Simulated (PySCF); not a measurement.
A calculated (BP86, PySCF 2.14, def2-TZVP, no relativity, point nucleus) atom or ion has these occupied shells.

```tsv
shell	electrons	orbital energy (eV)	rms radius, mean of both spins (bohr)
1s	2	-1279.4	0.152
2s	2	-99.763	0.762
2p	6	-66.831	0.771
```

**Question.** Name the element and its charge.

**Answer.** Mg²⁺ (magnesium, charge +2), in [Ne], closed-shell 1S.
